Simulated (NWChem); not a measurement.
System: GaNH2F2; SMILES [F][Ga]([F])[NH2]

The following NWChem deck was run.

```
start job
memory heap 200 mb stack 900 mb global 1100 mb
geometry units angstroms noautoz
  Ga    -0.000139    -0.025596    -0.029921
  F      1.471243    -0.953432     0.043957
  F     -1.477494    -0.943904     0.043778
  N      0.005602     1.753550    -0.150335
  H     -0.838901     2.303068    -0.235795
  H      0.853601     2.297643    -0.235843
end
basis spherical
  * library 6-31g*
end
dft
  xc bhlyp
  iterations 150
end
tddft
  nroots 6
end
task tddft energy
```

Coordinates come from a PBE0/def2-SVP optimisation.

Vertical excitations in the gas phase.

Problem. Give the results of this calculation. (BHandHLYP/6-31G* (spherical d), full TDDFT.) Quantities: lowest excitation, singlet (eV); oscillator strength of that lowest state; lowest state with f > 0.02, singlet (eV); oscillator strength of that bright state; lowest triplet (eV); orbital gap (eV).

Solution. 
- lowest excitation, singlet (eV): 5.85
- oscillator strength of that lowest state: 0.041
- lowest state with f > 0.02, singlet (eV): 5.85
- oscillator strength of that bright state: 0.041
- lowest triplet (eV): 5.18
- orbital gap (eV): 9.11
